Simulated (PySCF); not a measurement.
Isomers of C9H14Si, mass 150.086 u with the commonest isotopes. Method: PBE0/pcSseg-1 in PySCF (dipole) on a GFN2-xTB geometry, gas phase. One conformer each, none proved a minimum here; rigid rotors.

Task: Order these by rotational constant B, largest first.
A. `[CH:1]1=[C:2]([CH:3]2[CH2:4][CH2:5]2)[C@H:6]2[CH2:7][C@H:8]([CH2:9]2)[SiH2:10]1` with C1–C2–C3–C4 -35°
B. `C[Si](C)(C)c1ccccc1`
C. `[CH2:1]=[CH:2][C:3]1=[CH:4][C:5]([SiH2:6][CH3:7])=[CH:8][CH2:9][CH2:10]1` with C1–C2–C3–C4 -176°, C4–C5–Si6–C7 -176°, C3–C4–C5–Si6 -164°, C5–C8–C9–C10 -33°, C8–C9–C10–C3 46°, C2–C3–C10–C9 151°
D. `[CH2:1]=[CH:2][C:3]1=[CH:4][C:5]([CH3:6])=[CH:7][CH2:8][SiH2:9][CH2:10]1` with C1–C2–C3–C4 -169°, C3–C4–C5–C6 128°, C5–C7–C8–Si9 70°, C7–C8–Si9–C10 -37°, C8–Si9–C10–C3 -44°
E. `[CH2:1]=[C:2]=[C:3]([C:4]#[C:5][SiH2:6][CH3:7])[CH:8]([CH3:9])[CH3:10]` with C2–C3–C8–C9 119°
F. `CC(C)(C)C#CC1=CC[SiH2]1`

Result: D (992.0 MHz), A (821.0 MHz), B (716.3 MHz), C (576.6 MHz), E (541.8 MHz), F (444.0 MHz).

Task: Order these by out-of-plane moment Σ m c² = (Ia + Ib − Ic)/2, smallest first.
A. `[CH2:1]=[C:2]=[C:3]([C:4]#[C:5][SiH2:6][CH3:7])[CH:8]([CH3:9])[CH3:10]` with C2–C3–C8–C9 119°
B. `[CH2:1]=[CH:2][C:3]1=[CH:4][C:5]([CH3:6])=[CH:7][CH2:8][SiH2:9][CH2:10]1` with C1–C2–C3–C4 -169°, C3–C4–C5–C6 128°, C5–C7–C8–Si9 70°, C7–C8–Si9–C10 -37°, C8–Si9–C10–C3 -44°
C. `CC(C)(C)C#CC1=CC[SiH2]1`
D. `[CH2:1]=[CH:2][C:3]1=[CH:4][C:5]([SiH2:6][CH3:7])=[CH:8][CH2:9][CH2:10]1` with C1–C2–C3–C4 -176°, C4–C5–Si6–C7 -176°, C3–C4–C5–Si6 -164°, C5–C8–C9–C10 -33°, C8–C9–C10–C3 46°, C2–C3–C10–C9 151°
E. `[CH:1]1=[C:2]([CH:3]2[CH2:4][CH2:5]2)[C@H:6]2[CH2:7][C@H:8]([CH2:9]2)[SiH2:10]1` with C1–C2–C3–C4 -35°
F. `c1(ccccc1)[Si](C)(C)C`

Result: D (12.77 u·Å²), B (48.67 u·Å²), C (59.75 u·Å²), A (60.17 u·Å²), E (61.26 u·Å²), F (82.43 u·Å²).

Task: Order these by radius of gyration √(Σ m r²/M), largest first.
A. `C[Si](C)(C)c1ccccc1`
B. `[CH2:1]=[CH:2][C:3]1=[CH:4][C:5]([SiH2:6][CH3:7])=[CH:8][CH2:9][CH2:10]1` with C1–C2–C3–C4 -176°, C4–C5–Si6–C7 -176°, C3–C4–C5–Si6 -164°, C5–C8–C9–C10 -33°, C8–C9–C10–C3 46°, C2–C3–C10–C9 151°
C. `[CH2:1]=[CH:2][C:3]1=[CH:4][C:5]([CH3:6])=[CH:7][CH2:8][SiH2:9][CH2:10]1` with C1–C2–C3–C4 -169°, C3–C4–C5–C6 128°, C5–C7–C8–Si9 70°, C7–C8–Si9–C10 -37°, C8–Si9–C10–C3 -44°
D. `[CH2:1]=[C:2]=[C:3]([C:4]#[C:5][SiH2:6][CH3:7])[CH:8]([CH3:9])[CH3:10]` with C2–C3–C8–C9 119°
E. `CC(C)(C)C#CC1=CC[SiH2]1`
F. `[CH:1]1=[C:2]([CH:3]2[CH2:4][CH2:5]2)[C@H:6]2[CH2:7][C@H:8]([CH2:9]2)[SiH2:10]1` with C1–C2–C3–C4 -35°

Result: E (2.904 Å), D (2.845 Å), B (2.655 Å), A (2.413 Å), C (2.318 Å), F (2.278 Å).

```tsv
SMILES	point group	Ia (u·Å²)	Ib (u·Å²)	Ic (u·Å²)	κ	μa (D)	μb (D)	μc (D)
C1=C(C2CC2)[C@H]2C[C@H](C2)[SiH2]1	Cs	224.49	615.59	717.54	-0.85	0.78	1.04	0.00
CC(C)(C)C#CC1=CC[SiH2]1	C1	186.94	1138.35	1205.79	-0.98	0.09	0.04	0.00
C[Si](C)(C)c1ccccc1	Cs	250.83	705.49	791.47	-0.89	0.08	0.03	0.00
C=CC1=CC(C)=CC[SiH2]C1	C1	345.55	509.45	757.65	-0.18	0.37	0.05	0.02
C=CC1=CC([SiH2]C)=CCC1	C1	193.84	876.51	1044.81	-0.91	0.07	1.14	0.00
C=C=C(C#C[SiH2]C)C(C)C	Cs	341.93	932.70	1154.29	-0.80	0.64	0.54	0.00
```
